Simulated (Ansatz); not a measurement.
Consider the ligand exchange at the Si–C bond: `O[SiH2][CH2][SnH3]` + `[NH2][ZnH]` → `O[SiH2][NH][ZnH]` + `[CH3][SnH3]`.

Calculated with Ansatz (gas phase, PBE0-D4/def2-TZVP geometries, no zero-point term in ΔE). CBS: MP2 limit from def2 TZ/QZ plus the TZ coupled-cluster correction, frozen cores. Functionals use def2-TZVPP. B3LYP here is the variant with VWN-RPA as its local correlation; programs differ in this. def2 core potentials past Kr. For Sn, Zn outer-core shells are correlated without core-valence functions, which leaves a few kJ/mol of doubt a bond. Scalar relativity is left out up to krypton. One conformer a species, not always the lowest.

```
             level  ΔE (kJ/mol)  difference from CCSD(T)/CBS
            PBE-D4        -69.4                          8.6
         r2SCAN-D4        -80.9                         -2.9
          B3LYP-D4        -78.5                         -0.5
           ωB97X-V        -79.8                         -1.8
           ωB97M-V        -80.1                         -2.1
            r2SCAN        -81.4                         -3.4
              PBE0        -76.7                          1.3
             B3LYP        -80.5                         -2.5
     HF/def2-TZVPP        -96.4                        -18.4
    MP2/def2-TZVPP        -79.3                         -1.3
CCSD(T)/def2-TZVPP        -81.0                         -3.0
     HF/def2-QZVPP        -96.3                        -18.3
    MP2/def2-QZVPP        -77.6                          0.4
SCS-MP2/def2-QZVPP        -80.6                         -2.6
      HF/CBS(def2)        -96.3                        -18.3
    CCSD/CBS(def2)        -79.9                         -1.9
       CCSD(T)/CBS        -78.0                            0
```

Largest T1 diagnostic among the species: 0.016.

From PBE to PBE0 (25 % exact exchange), in def2-TZVPP and without D4, ΔE moves by −6.0 kJ/mol. In def2-TZVPP, CCSD(T) changes the Hartree–Fock value by +15.4 kJ/mol (the triples alone add +1.9 kJ/mol) and MP2 by +17.1 kJ/mol.
